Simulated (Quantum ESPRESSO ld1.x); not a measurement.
The numbers below are computed, except where a source is named.
Yb+, 69 electrons, occupied as [Xe] 4f14 6s1 (the NIST ground configuration). Code: ld1.x of Quantum ESPRESSO 7.5. Model: Dirac Kohn-Sham, PBE, spin-unpolarised, spherical densities, point nucleus.

Unscreened Slater integrals over Kohn-Sham orbitals (eV). Large and small components are both included.

\begin{tabular}{lr}
integral & value \\ \hline
F0(4f7/2,4f7/2) & 32.638 \\
F2(4f7/2,4f7/2) & 14.997 \\
F4(4f7/2,4f7/2) & 9.3184 \\
F6(4f7/2,4f7/2) & 6.6795 \\
F0(4f7/2,6s1/2) & 9.0220 \\
G3(4f7/2,6s1/2) & 0.33369 \\
F0(4f7/2,4f5/2) & 33.037 \\
F2(4f7/2,4f5/2) & 15.212 \\
F4(4f7/2,4f5/2) & 9.4572 \\
G2(4f7/2,4f5/2) & 15.167 \\
G4(4f7/2,4f5/2) & 9.4309 \\
G6(4f7/2,4f5/2) & 6.7620 \\
F0(4f7/2,5p3/2) & 19.911 \\
F2(4f7/2,5p3/2) & 6.5605 \\
G2(4f7/2,5p3/2) & 3.5245 \\
G4(4f7/2,5p3/2) & 2.6594 \\
F0(6s1/2,6s1/2) & 6.9204 \\
F0(6s1/2,4f5/2) & 9.0364 \\
G3(6s1/2,4f5/2) & 0.31555 \\
F0(6s1/2,5p3/2) & 8.6122 \\
G1(6s1/2,5p3/2) & 0.73904 \\
F0(4f5/2,4f5/2) & 33.445 \\
F2(4f5/2,4f5/2) & 15.435 \\
F4(4f5/2,4f5/2) & 9.6025 \\
F0(4f5/2,5p3/2) & 20.018 \\
F2(4f5/2,5p3/2) & 6.4952 \\
G2(4f5/2,5p3/2) & 3.4042 \\
G4(4f5/2,5p3/2) & 2.5843 \\
F0(5p3/2,5p3/2) & 16.541 \\
F2(5p3/2,5p3/2) & 8.8380 \\
\end{tabular}
